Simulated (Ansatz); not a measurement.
Reaction (ligand exchange at the Al–S bond): `[CH3][AlH][S][GeH3]` + `C[SiH2]N` → `[CH3][AlH][NH][SiH2]C` + `[SH][GeH3]`

Program: Ansatz. Geometries: PBE0-D4/def2-TZVP. ΔE: electronic, gas phase. CBS: MP2 limit from def2 TZ/QZ plus the TZ coupled-cluster correction, frozen cores. Functionals use def2-TZVPP. B3LYP here is the variant with VWN-RPA as its local correlation; programs differ in this. HSE06 is defined as in plane-wave codes. For Ge outer-core shells are correlated without core-valence functions, which leaves a few kJ/mol of doubt a bond. Scalar relativity is left out up to krypton. Each species was taken in one conformer, which may not be the lowest.

`[CH3][AlH][S][GeH3]`:

Z-matrix (Å, degrees):
```
C
Al 1 1.948
H 1 1.093 2 111.4
H 1 1.095 2 111.4 3 120.5
H 1 1.095 2 111.4 3 -120.5
S 2 2.185 1 121.2 3 179.4
H 2 1.583 1 124.3 3 -0.6
Ge 6 2.224 2 101.1 1 0.2
H 8 1.534 6 106.1 2 179.5
H 8 1.537 6 110.6 2 60.2
H 8 1.537 6 110.6 2 -61.2
```

`C[SiH2]N`:

Z-matrix (Å, degrees):
```
C
Si 1 1.871
H 1 1.093 2 111.2
H 1 1.094 2 110.5 3 119.8
H 1 1.093 2 111.2 3 -120.4
N 2 1.720 1 116.4 3 60.2
H 2 1.489 1 108.4 3 -179.4
H 2 1.489 1 108.4 3 -60.3
H 6 1.007 2 120.7 1 73.7
H 6 1.007 2 120.7 1 -73.5
```

`[CH3][AlH][NH][SiH2]C`:

Cartesian coordinates in Å:
```
C 1.098 0.798 2.939
Al 1.231 0.421 1.031
N -0.103 -0.425 0.200
Si -0.236 -0.908 -1.454
C -1.641 -0.064 -2.352
H 0.143 0.488 3.371
H 1.893 0.287 3.493
H 1.223 1.867 3.137
H 2.479 0.834 0.146
H -0.897 -0.679 0.775
H 1.059 -0.567 -2.101
H -0.443 -2.383 -1.564
H -2.601 -0.292 -1.881
H -1.512 1.021 -2.349
H -1.692 -0.400 -3.391
```

`[SH][GeH3]`:

Cartesian coordinates in Å:
```
S -1.025 -0.623 1.235
Ge 0.506 0.084 -0.215
H -2.066 -0.148 0.532
H 0.445 1.612 -0.356
H 0.292 -0.576 -1.586
H 1.847 -0.349 0.389
```

| level | ΔE (kJ/mol) | difference from CCSD(T)/CBS |
| --- | --- | --- |
| LDA (SPW92) | 20.2 | 0.0 |
| PBE-D4 | 22.9 | 2.7 |
| revPBE-D4 | 22.3 | 2.1 |
| BLYP-D4 | 14.5 | -5.7 |
| r2SCAN-D4 | 20.5 | 0.3 |
| B97M-V | 18.6 | -1.6 |
| B3LYP-D4 | 16.7 | -3.5 |
| r2SCANh-D4 | 21.2 | 1.0 |
| r2SCAN0-D4 | 22.2 | 2.0 |
| HSE06-D4 | 24.8 | 4.6 |
| BHLYP-D4 | 19.0 | -1.2 |
| CAM-B3LYP-D4 | 13.8 | -6.4 |
| ωB97X-V | 18.7 | -1.5 |
| ωB97M-V | 18.3 | -1.9 |
| B2PLYP | 15.2 | -5.0 |
| PBE-QIDH | 22.9 | 2.7 |
| BLYP | 11.0 | -9.2 |
| r2SCAN | 20.2 | 0.0 |
| PBE0 | 22.9 | 2.7 |
| B3LYP | 13.4 | -6.8 |
| r2SCANh | 20.9 | 0.7 |
| r2SCAN0 | 21.8 | 1.6 |
| HSE06 | 23.0 | 2.8 |
| BHLYP | 15.0 | -5.2 |
| CAM-B3LYP | 11.8 | -8.4 |
| LC-ωPBE | 20.0 | -0.2 |
| RPA@PBE/def2-TZVPP | 11.5 | -8.7 |
| HF/def2-SVP | 14.1 | -6.1 |
| MP2/def2-SVP | 13.0 | -7.2 |
| CCSD/def2-SVP | 9.7 | -10.5 |
| CCSD(T)/def2-SVP | 9.9 | -10.3 |
| HF/def2-TZVPP | 16.3 | -3.9 |
| MP2/def2-TZVPP | 19.9 | -0.3 |
| SCS-MP2/def2-TZVPP | 15.9 | -4.3 |
| CCSD/def2-TZVPP | 15.2 | -5.0 |
| HF/def2-QZVPP | 14.5 | -5.7 |
| MP2/def2-QZVPP | 21.5 | 1.3 |
| SCS-MP2/def2-QZVPP | 17.7 | -2.5 |
| MP2/CBS(def2) | 23.8 | 3.6 |
| CCSD/CBS(def2) | 19.2 | -1.0 |
| CCSD(T)/CBS | 20.2 | 0 |

Largest T1 diagnostic among the species: 0.011.

From BLYP to BHLYP (50 % exact exchange), in def2-TZVPP and without D4, ΔE moves by +4.1 kJ/mol. The D4 term adds +3.3 kJ/mol with B3LYP and +1.7 kJ/mol with PBE0; it sums over pairs of atoms, weighted by their polarisabilities, and B3LYP, whose exchange is more repulsive, gets the larger term.
